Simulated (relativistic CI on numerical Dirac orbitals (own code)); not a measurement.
# Pt2+ (5d8) in a crystal field

Calculated by Dirac-Coulomb-Breit CI, KLI orbitals optimised for each configuration, QED by a radiative potential, valence Slater integrals scaled by 0.85, one configuration in a parametric crystal field (own radial code).

Field parameters in Wybourne normalisation: Oh B⁴₀ = 21Dq, B⁴₄ = √(5/14) B⁴₀. The field is a parameter set, without covalency.

S is read from ⟨S²⟩ = S(S + 1).

Powder χT (cm³ K mol⁻¹) by Van Vleck's formula, with temperature-independent terms:

| Field | 2 K | 5 K | 10 K | 20 K | 50 K | 100 K | 200 K | 300 K |
| --- | --- | --- | --- | --- | --- | --- | --- | --- |
| Oh, 10Dq = 5500 cm⁻¹ | 2.42 | 2.42 | 2.42 | 2.43 | 2.44 | 2.46 | 2.5 | 2.55 |
| Oh, 10Dq = 9950 cm⁻¹ | 2.16 | 2.16 | 2.16 | 2.16 | 2.17 | 2.18 | 2.2 | 2.22 |
| Oh, 10Dq = 14350 cm⁻¹ | 1.93 | 1.93 | 1.93 | 1.94 | 1.94 | 1.95 | 1.96 | 1.98 |
| Oh, 10Dq = 18800 cm⁻¹ | 1.77 | 1.77 | 1.77 | 1.77 | 1.77 | 1.78 | 1.79 | 1.8 |
| Oh, 10Dq = 23200 cm⁻¹ | 1.65 | 1.65 | 1.65 | 1.65 | 1.65 | 1.66 | 1.66 | 1.67 |
| Oh, 10Dq = 27600 cm⁻¹ | 1.56 | 1.56 | 1.56 | 1.56 | 1.56 | 1.56 | 1.57 | 1.58 |
| Oh, 10Dq = 32050 cm⁻¹ | 1.49 | 1.49 | 1.49 | 1.49 | 1.49 | 1.49 | 1.5 | 1.51 |
| Oh, 10Dq = 36450 cm⁻¹ | 1.43 | 1.43 | 1.43 | 1.44 | 1.44 | 1.44 | 1.45 | 1.45 |

(1) For Oh, 10Dq = 5500 cm⁻¹: what effective moment follows at 300 K?

Answers

(1) μ_eff = √(8χT) = 4.51 μB. The ground level has S = 0.98; the spin-only moment for S = 1 is 2.83 μB. The difference comes from the orbital moment, spin-orbit mixing of terms and temperature-independent paramagnetism, all larger in this ionic model than in covalent complexes.
